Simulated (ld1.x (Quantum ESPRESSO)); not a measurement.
Plane-wave convergence, PAW potential for Pd

| Quantity | Value |
| --- | --- |
| Element | palladium (Pd) |
| Generator | ld1.x (Quantum ESPRESSO) 7.5 |
| Type | PAW |
| Functional | BLYP |
| Relativity | scalar-relativistic |
| Frozen core | [Ar] 3d10 4s2 |
| Valence charge | 16 |
| Reference configuration | 4p6 4d10 5s0 5p0 |
| Partial waves | 5s (bound, empty): rcut 2.60, rcutus 2.95 bohr; 5s channel at 0.8 Ry: rcut 2.60, rcutus 2.95 bohr; 4p (bound): rcut 1.40, rcutus 1.60 bohr; 5p (bound, empty): rcut 1.40, rcutus 1.60 bohr; 4d (bound): rcut 1.20, rcutus 1.30 bohr; 4d channel at 0.9 Ry: rcut 1.20, rcutus 1.30 bohr |
| Local potential | all-electron potential smoothed inside 2.55 bohr (lloc = -1) |
| Core correction | Bessel-smoothed model core, default radius (core density twice the valence density) |
| Augmentation charge | BG, radius 1.05 bohr |

The pseudo-atom Hamiltonian at the reference potential is diagonalised in spherical Bessel functions j_l(qr) that vanish at 20 bohr, with q² up to the cutoff. All-electron valence levels (Ry): 5s -0.2520, 4p -3.7618, 5p -0.0289, 4d -0.2959.

Task: How do the lowest levels (Ry) of each channel move with the cutoff, and are there ghosts?

Result:

| cutoff (Ry) | s #1 | p #1 | p #2 | p #3 | d #1 | d #2 | f #1 | Σ f·Δε (mRy) |
| --- | --- | --- | --- | --- | --- | --- | --- | --- |
| 8 | -0.2520 | -2.8250 | -0.0062 | 0.0764 | 0.0582 | 0.1457 | 0.1083 | 9162.1 |
| 15 | -0.2520 | -3.6137 | -0.0161 | 0.0680 | 0.0557 | 0.1253 | 0.1083 | 4405.5 |
| 25 | -0.2520 | -3.7511 | -0.0212 | 0.0645 | -0.0440 | 0.0646 | 0.1083 | 2583.6 |
| 40 | -0.2520 | -3.7609 | -0.0272 | 0.0609 | -0.2617 | 0.0615 | 0.1083 | 348.6 |
| 50 | -0.2520 | -3.7614 | -0.0284 | 0.0603 | -0.2908 | 0.0613 | 0.1083 | 53.3 |
| 70 | -0.2520 | -3.7617 | -0.0284 | 0.0603 | -0.2955 | 0.0613 | 0.1082 | 5.5 |
| 100 | -0.2520 | -3.7618 | -0.0285 | 0.0602 | -0.2959 | 0.0613 | 0.1082 | 1.5 |
| 140 | -0.2520 | -3.7618 | -0.0285 | 0.0602 | -0.2959 | 0.0613 | 0.1082 | 0.5 |
| 400 | -0.2520 | -3.7618 | -0.0285 | 0.0602 | -0.2960 | 0.0613 | 0.1082 | 0.0 |

Result: no extra level below or beside the all-electron valence levels (s, p, d, f tested); 10 mRy is reached at 60 Ry and 1 mRy at 110 Ry.

Test run stopped at test 3 of 7 (negative rho).
